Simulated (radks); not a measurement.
Values are calculated unless marked as measured or tabulated.
Question: Neutral scandium: order these configurations by energy. Level of theory: scalar-relativistic Kohn-Sham, LDA (Slater exchange, Perdew-Wang correlation), spin-polarised, spherical densities, finite nucleus; Fermi nuclear charge, rms radius of each element as measured or else 0.836 A^(1/3) + 0.57 fm (a radial shooting solver on a logarithmic mesh with Libxc functionals). Open shells are filled with parallel spins first. [Ar] 3d1 4s1 4p1; [Ar] 3d1 4s2; [Ar] 3d2 4s1; [Ar] 4s2 4p1.

Answer: From the lowest, in eV above it: [Ar] 3d1 4s2 0.000; [Ar] 3d2 4s1 0.787; [Ar] 3d1 4s1 4p1 2.089; [Ar] 4s2 4p1 3.678.
